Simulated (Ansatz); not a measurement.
A nudged elastic band was laid between two geometries of C2H6FNOSi (12 atoms, charge 0, multiplicity 1).

All numbers below come from RKS B3LYP-D4/cc-pVDZ in Ansatz.

```
movable images  : 5
climbing image  : yes
spring          : 5.0 eV/Å²
optimiser       : quadratic models (default)
start path      : IDPP
force threshold : 0.05 eV/Å
iteration limit : 60
end points      : relaxed
```

First end point:

```xyz
12
Properties=species:S:1:pos:R:3
C -0.661 -1.715 1.094
Si 0.375 -0.587 0.025
O -0.518 0.890 -0.058
C -0.127 1.982 -0.730
N 0.888 2.237 -1.433
F -1.054 2.927 -0.564
H -1.650 -1.879 0.638
H -0.164 -2.692 1.209
H -0.804 -1.276 2.093
H 1.713 -0.283 0.616
H 0.554 -1.098 -1.368
H 1.525 1.438 -1.488
```

Last end point:

```xyz
12
Properties=species:S:1:pos:R:3
C -0.379 -1.435 0.840
Si 0.373 -0.757 -0.736
O -0.392 0.742 -1.134
C -0.296 1.854 -0.393
N 0.481 2.193 0.541
F -1.240 2.708 -0.792
H -1.456 -1.622 0.707
H 0.109 -2.383 1.121
H -0.249 -0.721 1.669
H 1.840 -0.509 -0.583
H 0.101 -1.597 -1.932
H 1.183 1.472 0.727
```

(1) What changes between the two ends?

(2) What energy profile does the band end with?

(3) What is the geometry of the highest image?

## Answers

(1) No bond is made or broken. The dihedral H10–Si2–O3–C4 goes from 59 to -56°.

(2) It converged. The highest image is number 3 of 0 to 6, 3.6 kJ/mol above the ends, which have the same energy within 2 meV. A vibrational analysis at the climbing image gives one clearly imaginary mode, 52i cm⁻¹: a first-order saddle point.

| image | path coordinate (Å) | energy (kJ/mol) | dihedral H10–Si2–O3–C4 (°) |
| --- | --- | --- | --- |
| 0 | 0.00 | 0.0 | 59 |
| 1 | 0.68 | 0.6 | 43 |
| 2 | 1.35 | 2.4 | 23 |
| 3 | 2.03 | 3.6 | -1 |
| 4 | 2.68 | 2.9 | -23 |
| 5 | 3.33 | 1.0 | -41 |
| 6 | 3.99 | -0.1 | -56 |

(3) 
```xyz
12
Properties=species:S:1:pos:R:3
C -0.556 -1.636 1.039
Si 0.292 -0.752 -0.373
O -0.599 0.693 -0.674
C -0.186 1.968 -0.627
N 0.945 2.500 -0.478
F -1.258 2.750 -0.781
H -1.605 -1.857 0.783
H -0.044 -2.588 1.257
H -0.542 -1.016 1.950
H 1.703 -0.381 -0.042
H 0.251 -1.528 -1.644
H 1.677 1.793 -0.379
```

Run time: 99 s on 2 threads of Intel(R) Xeon(R) Platinum 8488C (Sapphire Rapids), on a shared host, peak memory 0.31 GiB.
